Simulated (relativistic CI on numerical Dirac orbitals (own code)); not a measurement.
# Hyperfine structure of Rb³¹⁺, mass number 87

Method of calculation: Dirac-Coulomb-Breit CI, KLI orbitals optimised for each configuration, model QED (radiative potential, 1s self-energy scaled to tabulated hydrogen-like ionisation energies), unscaled Slater integrals (own radial code, finite nucleus).

Configurations in the expansion (outside the closed core 1s2): 2s2.2p2, 2s.2p3, 2p4, 2p3.3s, 2p3.3p, 2p3.3d, 2s2.2p.3s, 2s2.2p.3p, 2s2.2p.3d, 2s.2p2.3s, 2s.2p2.3p, 2s.2p2.3d, 2s2.2p.4s, 2s2.2p.4p, 2s2.2p.4d, 2s2.2p.4f. Levels of other configurations are missing.

Nuclear spin I = 3/2, μ = 2.75129 μN, Q = 0.1335 b (tables of Stone and Pyykkö). The electronic factors are computed for point nuclear moments, without core polarisation or the Bohr-Weisskopf and QED corrections.

```json
{"Level": "2s2.2p2 3P_1", "E (cm⁻¹)": "453313", "A (GHz)": "-23.37", "B (GHz)": "11.2"}
{"Level": "2s2.2p2 1D_2", "E (cm⁻¹)": "539828", "A (GHz)": "347", "B (GHz)": "12.2"}
{"Level": "2s2.2p2 3P_2", "E (cm⁻¹)": "1054182", "A (GHz)": "183.8", "B (GHz)": "10.2"}
{"Level": "2s.2p3 5S°_2", "E (cm⁻¹)": "1267467", "A (GHz)": "798.9", "B (GHz)": "8.13"}
{"Level": "2s.2p3 3D°_1", "E (cm⁻¹)": "1637334", "A (GHz)": "-414.2", "B (GHz)": "19.7"}
{"Level": "2s.2p3 3D°_2", "E (cm⁻¹)": "1790379", "A (GHz)": "642.3", "B (GHz)": "24.8"}
{"Level": "2s.2p3 3D°_3", "E (cm⁻¹)": "1934436", "A (GHz)": "764.8", "B (GHz)": "-0.0948"}
```

Levels with J = 0, under 50 % of one LS term, or S terms without an open s electron are left out. Small factors come from cancelling terms and can be off by tens of per cent or more.

At this charge energies of transitions that change n are usually good to better than 1 %, and those within a shell (Δn = 0) to a few per cent.

(1) Give the hyperfine levels of 2s2.2p2 1D_2 relative to its centre of gravity.

Results:

(1) With K = F(F + 1) − I(I + 1) − J(J + 1), E = AK/2 + B[¾K(K + 1) − I(I + 1)J(J + 1)]/[2I(2I − 1)J(2J − 1)]: F = 1/2: -1551, F = 3/2: -1041, F = 5/2: -181.1, F = 7/2: 1044 GHz.

LS names give the leading component of a level, which can be under half, so a name can repeat, a term be missing and a line seem to break the LS rules.
